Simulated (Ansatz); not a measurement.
`CN(C)BS` and `C=CN(C)C` differ in one atom or group.

Ansatz, PBE0-D4/def2-TZVP geometries, multiplicity 1. Each molecule was computed in one conformer, which needn't be the lowest.

| property | `CN(C)BS` |
| --- | --- |
| HOMO energy (PBE/def2-TZVPP) / eV | -5.60 |
| HOMO–LUMO gap (PBE/def2-TZVPP) / eV | 5.11 |
| HOMO energy (B3LYP/def2-TZVPP) / eV | -6.57 |
| LUMO energy (B3LYP/def2-TZVPP) / eV | 0.21 |
| HOMO–LUMO gap (B3LYP/def2-TZVPP) / eV | 6.79 |
| zero-point energy (PBE0-D4/def2-TZVP) / kJ/mol | 278.6 |

Task: Give the same properties after the change, and the shifts. (Estimate.)

Result: The calculation gave: 
| property | `C=CN(C)C` | shift |
| --- | --- | --- |
| HOMO energy (PBE/def2-TZVPP) / eV | -4.55 | 1.05 |
| HOMO–LUMO gap (PBE/def2-TZVPP) / eV | 4.57 | -0.54 |
| HOMO energy (B3LYP/def2-TZVPP) / eV | -5.46 | 1.11 |
| LUMO energy (B3LYP/def2-TZVPP) / eV | 0.68 | 0.47 |
| HOMO–LUMO gap (B3LYP/def2-TZVPP) / eV | 6.14 | -0.65 |
| zero-point energy (PBE0-D4/def2-TZVP) / kJ/mol | 329.7 | 51.1 |

With PBE0 the HOMO rises by 1.15 eV and the LUMO rises by 0.54 eV, so the gap narrows by about 0.61 eV. PBE moves the HOMO by 1.05 eV and ωB97M-V by 1.14 eV. The zero-point energy changes by 51.1 kJ/mol with +3 modes.

B3LYP here is the variant with VWN-RPA as its local correlation; programs differ in this.

Positive LUMOs are unbound, so they and the gaps depend on the basis.
